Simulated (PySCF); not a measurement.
# How methods differ on the excitation energy of Ne²⁺

Ne²⁺ [He] 2s2 2p4 (3P) → Ne²⁺ [He] 2s1 2p5 (3P), as a difference of total energies. All numbers are calculated (PySCF 2.14, no relativity, point nucleus, in def2-TZVPPD (6s4p3d1f, 40 functions)). Correlated levels: valence: 1s2 frozen. The calculations carry no spin-orbit coupling.

```tsv
method	excitation energy (eV)
UHF	26.486
MP2 (valence)	25.511
SCS-MP2 (valence)	25.420
CCSD (valence)	25.308
CCSD(T) (valence)	25.264
```

Task: How much does correlation contribute at CCSD(T) (valence)?

Result: 25.264 − (26.486) = -1.222 eV, measured against UHF.
